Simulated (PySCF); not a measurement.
# Polarisability and C₆ of As⁺ (arsenic, charge +1)

[Ar] 3d10 4s2 4p2, high-spin 3P determinant. All numbers are calculated (PySCF 2.14, a scalar-relativistic core potential, in aug-cc-pwCVQZ-PP with ECP10MDF (10s9p8d6f4g1h, 166 functions)). Coupled (time-dependent) response in atomic units; α is the mean over directions.

| method | mean α (bohr³) | α xx, yy, zz | C₆ (like pair) | S(−4) |
| --- | --- | --- | --- | --- |
| UHF | 16.89 | 15.88, 17.39, 17.39 | 104.1 | 82.30 |
| PBE | 16.99 | 15.47, 17.75, 17.75 | 104.0 | 87.35 |

S(−4) is the Cauchy moment in α(ω) = α(0) + S(−4) ω² + …

Spin-orbit coupling is absent.

α(iu) at UHF:

```tsv
u (hartree)	α(iu) (bohr³)
0	16.89
0.0500	16.69
0.100	16.11
0.200	14.19
0.300	11.91
0.500	8.030
0.750	5.074
1.00	3.459
1.50	1.946
2.00	1.292
3.00	0.7385
5.00	0.3706
```

A single London oscillator, α(iu) = α/(1 + u²/ω²), gives C₆ = (3/4) ω α². Matching the computed C₆ needs ω = 4 × 104.1 / (3 × 16.89²) = 0.487 hartree.

For an ion, C₆ is the dispersion term alone; charge-induced terms of lower order in 1/R come first.

The components differ because the open shell of this determinant is not spherical; for a pure term their mean is the scalar polarisability.

Energies and moments cover only the electrons outside the core potential.
